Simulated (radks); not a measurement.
Species: a nucleus of charge 28.4 with 27 electrons. Configuration: [Ar] 3d9.

Calculated with a radial shooting solver on a logarithmic mesh with Libxc functionals: Dirac Kohn-Sham, PBE, spin-unpolarised, spherical densities, point nucleus; open shells are shared between the two j in proportion to 2j + 1.

Energy parts (hartree):
part                       energy
total                 -1572.98178
kinetic                1599.14539
electron-nucleus      -3772.80388
Hartree                 665.46825
exchange-correlation    -64.79154

Orbitals (lengths in bohr, moments of r in powers of bohr; <r^-3> diverges for s and p1/2):
orbital,occ.,eigenvalue (hartree),<1/r>,<r^-3>,<r^2>
1s1/2,2,-311.4257,28.52,-,0.003820
2s1/2,2,-37.64782,6.203,-,0.06844
2p1/2,2,-32.94856,6.155,-,0.05391
2p3/2,4,-32.26319,6.024,637.5,0.05547
3s1/2,2,-4.55832,1.951,-,0.6164
3p1/2,2,-3.11902,1.816,-,0.6869
3p3/2,4,-3.03320,1.785,80.38,0.7059
3d3/2,3.6,-0.70553,1.375,7.291,1.344
3d5/2,5.4,-0.69631,1.365,7.113,1.366

The highest occupied level is 3d5/2 at -18.948 eV. Summed over all electrons, <r^2> = 18.12 bohr^2, which gives a Langevin (diamagnetic) susceptibility term of -14.4 x 10^-6 cm^3/mol.
